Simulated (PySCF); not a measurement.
Choosing a molecule for a target property.

Each SMILES stands for a single optimised conformer of the isolated species, non-relativistic unless stated; the electronic structure was computed with PySCF and density fitting.

The conformers computed, where there is a choice (atom-mapped SMILES and torsion angles):
- `[CH3:1][CH2:2][CH2:3][CH2:4][C:5](=[O:6])[O:7][CH3:8]`: C1–C2–C3–C4 175°, C2–C3–C4–C5 70°, C3–C4–C5–O6 26°, C4–C5–O7–C8 -178°
- `[H]/[N:1]=[CH:2]\[CH2:3][SiH2:4][c:5]1[cH:6][cH:7][cH:8][n:9][cH:10]1`: N1–C2–C3–Si4 -101°, C2–C3–Si4–C5 67°, C3–Si4–C5–C6 -62°
- `[CH3:1][CH:2]([CH3:3])[O:4][CH2:5][F:6]`: C1–C2–O4–C5 83°, C2–O4–C5–F6 70°
- `[CH:1]#[C:2][CH2:3][NH:4][Si@H:5]1[CH2:6][C@H:7]([C:8]#[N:9])[CH2:10]1`: C2–C3–N4–Si5 157°, C3–N4–Si5–C6 -171°

Problem. Wanted: HOMO–LUMO gap between 7 eV and 9 eV (PBE0/pcSseg-1) and dipole moment below 3 D (PBE0/pcSseg-1), at GFN2-xTB geometries. Which candidate meets both?
A. `CC(C)OCF`
B. `CCCCC(=O)OC`
C. `[H]/N=C\C[SiH2]c1cccnc1`
D. `C1[Si@H](C[C@@H]1C#N)NCC#C`

Solution. B. Computed values:
```
                   species  HOMO–LUMO gap  dipole moment
   [H]/N=C\C[SiH2]c1cccnc1        6.27 eV         1.40 D
C1[Si@H](C[C@@H]1C#N)NCC#C        7.33 eV         4.92 D
               CCCCC(=O)OC        8.39 eV         1.66 D
                  CC(C)OCF        9.65 eV         1.86 D
```
